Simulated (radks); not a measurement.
Excited configurations of neutral terbium: one electron is placed in a higher orbital outside [Xe] 4f9 6s1. The ground configuration is [Xe] 4f9 6s2. Calculated with a radial shooting solver on a logarithmic mesh with Libxc functionals: scalar-relativistic Kohn-Sham, PBE, spin-polarised, spherical densities, point nucleus; open shells are filled with parallel spins first (spin-orbit coupling, left out, can overturn this in heavy ions). Excitation = E - E(ground); binding = E(ion) - E, where the ion is the core of charge +1; n* = 1/sqrt(2 binding) in atomic units, and the quantum defect is n - n*.

| outer orbital | excitation (eV) | binding (eV) | n* | quantum defect | eigenvalue (eV) | <r> (bohr) |
|---|---|---|---|---|---|---|
| 5f | 4.881 | 0.983 | 3.720 | 1.280 | -0.470 | 16.20 |
| 6f | 5.164 | 0.701 | 4.407 | 1.593 | -0.403 | 27.28 |
| 7s | 3.581 | 2.284 | 2.441 | 4.559 | -1.409 | 9.777 |
| 7d | 4.870 | 0.994 | 3.699 | 3.301 | -0.585 | 20.58 |

The Delta-SCF ionisation energy is 5.865 eV (NIST Atomic Spectra Database: 5.864 eV, measured). Self-interaction in the functional shifts the binding energies and quantum defects, so they are the method's values and not measured ones. Open shells are spherical and high-spin; term and fine-structure splittings are not resolved. Spin-orbit splitting is averaged out at the scalar-relativistic level.
